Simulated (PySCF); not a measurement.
Species: C₆H₇FO₂.
Z-matrix (Å and degrees, GFN2-xTB geometry), rows numbered from 1:
```
C 
C   1  1.3272
C   2  1.4606  1  125.92
C   3  1.4839  2  118.43  1     0.19
O   4  1.2027  3  125.71  2   -39.75
O   4  1.3445  3  112.71  2   138.96
C   3  1.3454  2  121.04  1  -179.19
C   7  1.4844  3  130.47  2   176.22
F   7  1.3530  3  118.13  2    -1.24
H   1  1.0756  2  122.55  3     0.97
H   1  1.0762  2  120.72  3   179.62
H   2  1.0818  1  119.86  3   179.63
H   6  0.9711  4  109.73  3  -177.89
H   8  1.0832  7  111.74  3   -12.86
H   8  1.0898  7  108.92  3  -134.51
H   8  1.0904  7  109.66  3   107.82
```

The closed-shell SCF was solved with PySCF and density fitting under several settings on one GFN2-xTB geometry (grid level 2 and gas phase unless stated).

```csv
settings,basis functions,SCF cycles,E (Eh),HOMO (eV),LUMO (eV),dipole (D)
PBE0/pcSseg-1,188,14,-482.5430,-6.80,-1.21,2.39
PBE0/def2-SVPD,245,14,-482.2647,-6.86,-1.32,2.34
wB97X-D/def2-SVPD,245,15,-482.6335,-8.61,0.43,2.37
```

Q: Estimate the row for these settings: wB97X-D/6-31++G**, IEF-PCM chloroform, start guess atom, damping 0.2 at the start, DIIS from the seventh cycle.

A: 
| settings | basis functions | SCF cycles | E (Eh) | HOMO (eV) | LUMO (eV) | dipole (D) |
| --- | --- | --- | --- | --- | --- | --- |
| wB97X-D/6-31++G**, IEF-PCM chloroform, start guess atom, damping 0.2 at the start, DIIS from the seventh cycle | 204 | 15 | -482.9909 | -8.53 | 0.49 | 2.99 |

Q: Over all rows, what range does the HOMO–LUMO gap span?

A: From 5.54 eV (PBE0/def2-SVPD) to 9.04 eV (wB97X-D/def2-SVPD). The functional of the narrowest has 25 % exact exchange, that of the widest range-separated exact exchange.

Q: And the dipole moment?

A: From 2.34 D (PBE0/def2-SVPD) to 2.99 D (wB97X-D/6-31++G**, IEF-PCM chloroform, start guess atom, damping 0.2 at the start, DIIS from the seventh cycle); the largest is 1.28 times the smallest, and the median is 2.38 D.

Q: Compare two rows with the functional PBE0: PBE0/pcSseg-1 and PBE0/def2-SVPD. Which energy is lower, and by how much?

A: PBE0/pcSseg-1 (188 functions) lies 0.2783 Eh or 175 kcal/mol below PBE0/def2-SVPD (245 functions). The smaller set gives the lower energy; the two sets aren't nested, so the variational bound doesn't order them by size.

Whole jobs, the steps after the SCF included, on Arm Neoverse V1, one thread, no GPU (shared host):

```csv
settings,work after the SCF,wall time,peak memory
PBE0/pcSseg-1,"shieldings, charges and field gradients",25 s,1.0 GiB
PBE0/def2-SVPD,"6 singlets by full TDDFT, 2 Tamm–Dancoff triplets, polarisability",45 s,1.0 GiB
wB97X-D/def2-SVPD,"3 singlets by full TDDFT, polarisability",43 s,1.1 GiB
"wB97X-D/6-31++G**, IEF-PCM chloroform, start guess atom, damping 0.2 at the start, DIIS from the seventh cycle","spin–spin couplings from 8 perturbed nuclei, spin–dipole term for 1 of them",57 s,1.2 GiB
```

wB97X-D ran without the empirical dispersion term, which would shift the total energy alone. Cycle counts include a coarse-grid stage where the run had one. All basis functions are spherical, in the Pople sets too. The structure is a single GFN2-xTB conformer; no vibrational corrections.
